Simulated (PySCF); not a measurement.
## Nuclear quadrupole coupling in fluorodihydroxyborane

Compound: fluorodihydroxyborane, BFH2O2.
Numbering: `[OH:1][B:2]([OH:3])[F:4]` (hydrogens: H5 on O1; H6 on O3)

Cartesian coordinates in Å at the PBE0-D3(BJ)/def2-SVP level; atoms count from 1:
```
atom  x, y, z in Å
O1    -1.055   -0.771    0.253
B2    -0.004    0.032   -0.017
O3     1.250   -0.462    0.054
F4    -0.205    1.318   -0.354
H5    -1.896   -0.312    0.174
H6     1.916    0.199   -0.153
```

Field gradients from the PBE0/pcSseg-1 density (PySCF, non-relativistic), principal values in atomic units, ordered |Vxx| ≤ |Vyy| ≤ |Vzz|:

```tsv
atom	Vxx	Vyy	Vzz
O1	-0.4929	-0.9217	1.4146
B2	-0.0446	-0.2307	0.2753
O3	-0.4934	-0.9212	1.4146
```

Q: Find the asymmetry η = (Vxx − Vyy)/Vzz and the couplings χ = eQV/h (234.96 MHz × Q in barn × V in au), with Q(17O) = −0.0256 b, Q(11B) = 0.04059 b.

A: 
| atom | environment | nucleus | η | χzz (MHz) | χxx (MHz) | χyy (MHz) |
| --- | --- | --- | --- | --- | --- | --- |
| O1 | boron-bound oxygen | 17O | 0.30 | -8.51 | 2.96 | 5.54 |
| B2 | three-coordinate boron | 11B | 0.68 | 2.625 | -0.426 | -2.200 |
| O3 | boron-bound oxygen | 17O | 0.30 | -8.51 | 2.97 | 5.54 |

The tensor is traceless: Vxx + Vyy + Vzz = 0.

Q: What is Vzz at B2 in SI units (1 au = 9.71736 × 10²¹ V/m²)?

A: 0.2753 au = 2.675 × 10²¹ V/m².

Q: And the gradient at the other heavy atoms, for which no coupling is worked out here?

A: 
| atom | environment | Vzz (au) | η |
| --- | --- | --- | --- |
| F4 | boron-bound fluorine | 1.504 | 0.41 |

Geometry: PBE0-D3(BJ)/def2-SVP, one conformer, isolated molecule. These gradients aren't converged with respect to the basis.
